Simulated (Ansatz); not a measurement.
Input for Ansatz (a first-principles code): R-MP2/aug-cc-pVTZ on C2HNO2 (a complex), monomers drawn apart or pushed together.

Ansatz 0.2 input:
```yaml
crystal:
  periodic: [false, false, false]
  atoms:
    - {symbol: O, position_ang: [-1.16938969, -0.74682711, -0.35087163]}
    - {symbol: C, position_ang: [-0.20303124, -0.12951649, -0.19348631]}
    - {symbol: O, position_ang: [0.76828343, 0.49074969, -0.04811055]}
    - {symbol: C, position_ang: [0.85507395, 0.64025742, 5.58157220]}
    - {symbol: N, position_ang: [-0.11186853, 0.02532410, 5.60765738]}
    - {symbol: H, position_ang: [1.75492061, 1.21228322, 5.54646011]}
basis:
  gaussian:
    orbitals: aug-cc-pVTZ
magnetization: {spin_polarized: false}
correlation: {method: mp2, electrons: outside_noble_gas}
scf: {lower_state_search: off}
```

Output:

```
WARN ansatz: RAYON_NUM_THREADS=1 ignored (pool sized by the plan → 1); use --threads N
Functional definition: HF
these checks for a lower state are left out or cut short: stability, starts, cluster_reference, orbital_swaps, neighbouring_geometries, increment
integrals: 0.54 GiB planned
1529 factors; integrals over basis functions are off by at most 1.1e-3 eV
mean field: 0.74 GiB planned
mean field evaluation 1: about -7631.4749 eV, gradient 4.8e1 eV
mean field evaluation 2: about -7631.7155 eV, gradient 4.8e1 eV
mean field evaluation 4: about -7635.9955 eV, gradient 3.9e0 eV
mean field evaluation 8: about -7636.0557 eV, gradient 4.6e-1 eV
mean field -7636.05645642 eV, -280.6198988685 hartree, gradient 1.5e-6 eV, S^2 0.000000; 0 other end points of the search recorded, 0 dependent functions left out
5 core orbitals not correlated
reference -7636.05645642 eV, -280.6198988685 hartree; 13, 13 occupied and 235, 235 virtual orbitals, 1529 factors
second order -26.13564893 eV of doubles, -0.00000000 eV of singles
Total energy: -7662.19210535 eV, -281.5803662512 hartree
Checks for a lower state left out: stability, starts, cluster_reference, orbital_swaps, neighbouring_geometries, increment
```

Self-consistency was reached.

Cost: roughly 7 core-seconds.
